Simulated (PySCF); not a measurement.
PySCF input file for GeSe, SMILES [Ge]=[Se] (connectivity only; charge and spin as stated), neutral, multiplicity 1, PBE0-D3(BJ)/def2-TZVP. Coordinates come from a PBE0-D3(BJ)/def2-TZVP optimisation.

```python
import numpy as np
from pyscf import gto, scf, dft
from pyscf.hessian import thermo

mol = gto.M(
    atom='''
    Ge    0.00000000    0.00000000   -1.10260770
    Se    0.00000000    0.00000000    1.03774843
    ''',
    basis='def2-TZVP',
    charge=0,
    spin=0,
    max_memory=1600,
    verbose=3,
)
mf = dft.RKS(mol, xc='pbe0').density_fit(auxbasis='def2-universal-jkfit')
mf.disp = 'd3bj'
mf.grids.level = 3
mf.conv_tol = 1e-11
mf.max_cycle = 100
mf.kernel()

# [left out here: the lines that compute and print the analytic Hessian (its translational invariance restored by hand, since the grid's response is missing), thermochemistry and intensities]
```

Log of the run:

```
converged SCF energy = -4478.05010663448

WARN: DFTD3 does not support analytical Hessian, using finite difference


WARN: Mole.unit (angstrom) is changed to Bohr

Mode                                 0
Irrep
Freq [cm^-1]                      419.4913
Reduced mass [au]                  75.5357
Force const [Dyne/A]                7.8316
Char temp [K]                     603.5546
Normal mode                   x     y     z
       0  Ge                 0.00 -0.00  0.08
       1  Se                 0.00  0.00 -0.08
temperature 298.1500 [K]
pressure 101325.00 [Pa]
Rotational constants [GHz] inf 2.91584 2.91584
Symmetry number 1
Zero-point energy (ZPE) 0.00096 [Eh]   2509.115 [J/mol]
                           tot       elec      trans        rot        vib
Entropy [J/mol/K]       247.146      0.000    171.369     72.038      3.739
Cv [J/mol/K]             26.760      0.000     12.472      8.314      5.974
Cp [J/mol/K]             35.075      0.000     20.786      8.314      5.974
Internal energy [J/mol]                      3718.434   2478.956   3272.803
Internal energy [Eh]   -4478.04650  -4478.05011
Enthalpy [J/mol]                             6197.391   2478.956   3272.803
Enthalpy [Eh]          -4478.04556
Gibbs free energy [J/mol]                  -44896.372 -18999.094   2157.951
Gibbs free energy [Eh] -4478.07362
static polarisability / bohr^3: [[39.719 -0.     0.   ]
 [ 0.    39.719  0.   ]
 [-0.    -0.    82.181]]
largest difference of analytic and finite-field dipole derivatives / e: 0.0006048212596343472
mode   freq/cm-1   IR/(km/mol)   Raman/(A^4/amu)   depolarisation
   1      419.49        21.447            25.613            0.230
max |gradient| / (hartree/bohr): 6.999248115375041e-06
APT charges: [ 0.4273 -0.4273]
```

The run converged.
